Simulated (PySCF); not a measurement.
ammonium (H4N), SMILES [NH4+], charge +1.

Geometry optimised at PBE-D3(BJ)/def2-TZVPD.

Level of theory: PBE-D3(BJ)/def2-TZVPD (PySCF 2.14.0).

Harmonic, unscaled wavenumbers; measured fundamentals usually lie a few per cent lower.

Modes within 1.5 cm⁻¹ of each other (mostly degenerate sets) share a row, with their intensities summed.

Question: List the normal modes with their intensities. (Estimate from the structure and the level; the computed values follow.)

Answer: 
```
mode  ν (cm⁻¹)  IR (km/mol)  moving atoms (share of kinetic energy)
----  --------  -----------  --------------------------------------
1–3       1433        419.8                          H 86 %, N 14 %
4–5       1676          0.0                                 H 100 %
6         3296          0.0                                 H 100 %
7–9       3400        503.8                           H 92 %, N 8 %
```
